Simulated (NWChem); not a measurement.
System: CH$_{4}$OSi, singlet; SMILES C[Si]O

The following NWChem deck was run.

```
start job
memory heap 200 mb stack 900 mb global 1100 mb
geometry units angstroms noautoz
  Si     0.623940     0.153242    -0.001465
  C     -0.425680    -1.443963     0.004225
  H     -0.219475    -2.022465    -0.924466
  H     -1.514682    -1.244599     0.073225
  H     -0.114247    -2.101635     0.845695
  O     -0.662734     1.265674     0.000620
  H     -0.337523     2.186043    -0.007464
end
basis spherical
  * library def2-svp
end
dft
  xc xcamb88 1.00 lyp 0.81 vwn_5 0.19 hfexch 1.00
  cam 0.33 cam_alpha 0.19 cam_beta 0.46
  iterations 150
  mulliken
end
task dft energy
```

Low-valent species are run as closed-shell singlets; no triplet was tried in these runs. Geometry: optimised at PBE-D3(BJ)/def2-SVP.

Question: Predict the main results of this run. (CAM-B3LYP/def2-SVP.) Quantities: energy (Ha); highest occupied level (eV); orbital gap (eV); dipole (D).

Answer: 
- energy (Ha) = -405.00
- highest occupied level (eV) = -7.47
- orbital gap (eV) = 7.12
- dipole (D) = 0.54
